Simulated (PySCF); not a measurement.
Two species compared at the same levels of theory.

First species: C4H6N2.
SMILES: `C=C/N=C\N=C`

Second species: C₅H₈N₂Si.
InChI=1S/C5H8N2Si/c8-7-5-2-1-3-6-4-5/h1-4,7H,8H3

Levels: PBE0/def2-SVPD for dipole moment, HOMO energy, LUMO energy, HOMO–LUMO gap, static isotropic polarisability and electronic spatial extent ⟨r²⟩ about the centre of nuclear charge; TDDFT PBE0/def2-SVPD for lowest singlet excitation; TDA PBE0/def2-SVPD for lowest triplet excitation (Tamm–Dancoff); GFN2-xTB for rotational constant A and rotational constant C. Geometries: GFN2-xTB. All species are isolated and taken at one optimised geometry, non-relativistic unless stated. Electronic properties by PySCF.

The conformers computed, where there is a choice (atom-mapped SMILES and torsion angles):
- `[CH2:1]=[CH:2]/[N:3]=[CH:4]\[N:5]=[CH2:6]`: C1–C2–N3–C4 -166°, N3–C4–N5–C6 58°
- `[SiH3:1][NH:2][c:3]1[cH:4][cH:5][cH:6][n:7][cH:8]1`: Si1–N2–C3–C4 -179°

Values for the first species:

- Dipole moment: 2.80 D
- HOMO energy: -6.48 eV
- LUMO energy: -1.69 eV
- HOMO–LUMO gap: 4.79 eV
- Lowest singlet excitation: 3.45 eV
- Lowest triplet excitation (Tamm–Dancoff): 2.74 eV
- Static isotropic polarisability: 71.0 au
- Electronic spatial extent ⟨r²⟩ about the centre of nuclear charge: 629 bohr²
- Rotational constant A: 8.837 GHz
- Rotational constant C: 1.931 GHz

Task: Estimate the same properties for the second species, and the change in each.

Result: 
```
                                                         property      first      second  second less first
                                                    dipole moment     2.80 D      3.23 D            +0.43 D
                                                      HOMO energy   -6.48 eV    -6.33 eV           +0.15 eV
                                                      LUMO energy   -1.69 eV    -0.70 eV           +0.99 eV
                                                    HOMO–LUMO gap    4.79 eV     5.63 eV           +0.84 eV
                                        lowest singlet excitation    3.45 eV     4.71 eV           +1.26 eV
                         lowest triplet excitation (Tamm–Dancoff)    2.74 eV     3.67 eV           +0.93 eV
                                  static isotropic polarisability    71.0 au     99.4 au           +28.4 au
electronic spatial extent ⟨r²⟩ about the centre of nuclear charge  629 bohr²  1314 bohr²         +685 bohr²
                                            rotational constant A  8.837 GHz   4.884 GHz         -3.953 GHz
                                            rotational constant C  1.931 GHz   0.859 GHz         -1.072 GHz
```

On the first: The polarisability is 10.52 Å³ as a volume (1 au = 0.148185 Å³), or 1.61 au for each of the 44 electrons.

On the second: S1 lies 0.92 eV below the HOMO–LUMO gap; its leading configuration is HOMO→LUMO, weight 0.93. The principal polarisabilities are 64.2, 96.2 and 137.8 au; their mean is the isotropic value.
